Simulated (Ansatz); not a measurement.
A CCSD(T) single point on `C[NH][Ge]([Cl])([NH]C)[NH]C`.

```yaml
crystal:
  periodic: [false, false, false]
  atoms:
    - {symbol: C, position_ang: [2.402755, 1.122691, 0.287597]}
    - {symbol: N, position_ang: [1.483175, 0.117258, -0.203748]}
    - {symbol: Ge, position_ang: [-0.128657, -0.158896, 0.571413]}
    - {symbol: Cl, position_ang: [0.252937, -0.628534, 2.655652]}
    - {symbol: N, position_ang: [-1.212853, 1.291591, 0.679230]}
    - {symbol: C, position_ang: [-1.781414, 1.903520, -0.502100]}
    - {symbol: N, position_ang: [-0.873223, -1.522974, -0.367346]}
    - {symbol: C, position_ang: [-0.210399, -2.812974, -0.456641]}
    - {symbol: H, position_ang: [2.447298, 1.070588, 1.377450]}
    - {symbol: H, position_ang: [2.129909, 2.150517, 0.015940]}
    - {symbol: H, position_ang: [3.411836, 0.926126, -0.085256]}
    - {symbol: H, position_ang: [1.465335, 0.034543, -1.209046]}
    - {symbol: H, position_ang: [-1.794175, 1.341017, 1.500712]}
    - {symbol: H, position_ang: [-1.043190, 1.897805, -1.308524]}
    - {symbol: H, position_ang: [-2.682905, 1.404969, -0.882635]}
    - {symbol: H, position_ang: [-2.030709, 2.951086, -0.308144]}
    - {symbol: H, position_ang: [-1.867604, -1.609907, -0.214221]}
    - {symbol: H, position_ang: [0.858954, -2.660502, -0.612757]}
    - {symbol: H, position_ang: [-0.327487, -3.431736, 0.441715]}
    - {symbol: H, position_ang: [-0.591185, -3.376987, -1.313190]}
basis:
  gaussian: {orbitals: def2-TZVPP}
correlation: {method: ccsd_t}
output: {orbitals: {seedname: orbitals}}
```

```sh
$ ansatz run in.yaml --threads 4 --pin off --events-out ev --progress --plain --max-ram 46080MiB --backend cuda --devices 0, --max-vram 37GiB
```

Log, shortened:

```
Functional definition: HF
2633 factors; integrals over basis functions are off by at most 1.2e-3 eV
mean field evaluation 1: about -76702.5610 eV, gradient 5.3e1 eV
mean field evaluation 2: about -76702.9047 eV, gradient 5.3e1 eV
mean field evaluation 4: about -76709.1281 eV, gradient 5.8e0 eV
mean field evaluation 8: about -76709.2205 eV, gradient 3.3e-1 eV
mean field -76709.22150135 eV, -2819.0118947967 hartree, gradient 8.3e-6 eV, S^2 0.000000; 0 other end points of the search recorded, 0 dependent functions left out
20 core orbitals not correlated: weight in the atoms' cores, before any rotation towards them, 1.000 or more for the frozen orbitals, at most 0.000 for the correlated occupied ones
reference -76709.22150135 eV, -2819.0118947967 hartree; 30, 30 occupied and 394, 394 virtual orbitals, 2633 factors
second order -43.71601432 eV of doubles, -0.00000000 eV of singles
cycle   1  -44.21983185 eV  change   -5.0e-1 eV  update   1.3e-1
cycle   2  -45.27599213 eV  change    -1.1e0 eV  update   3.6e-2
cycle   3  -45.46231791 eV  change   -1.9e-1 eV  update   1.7e-2
cycle   4  -45.44567376 eV  change    1.7e-2 eV  update   3.9e-3
cycle   5  -45.44594598 eV  change   -2.7e-4 eV  update   2.1e-3
cycle   6  -45.44673742 eV  change   -7.9e-4 eV  update   6.5e-4
cycle   7  -45.44640062 eV  change    3.4e-4 eV  update   2.9e-4
cycle   8  -45.44636527 eV  change    3.5e-5 eV  update   8.5e-5
cycle   9  -45.44637840 eV  change   -1.3e-5 eV  update   3.3e-5
perturbative correction -1.83704039 eV, -0.0675099892 hartree
Total energy: -76756.50492014 eV, -2820.7495283873 hartree
```

It took 54 s on 4 threads of an AMD EPYC 7R13 on a shared host and a share of an NVIDIA H100 80 GB, with 1.2 GiB of host memory at the peak.

MP2 recovers 92.5 % of the CCSD(T) correlation energy and the triples give 3.9 %; T1 = 0.0103.
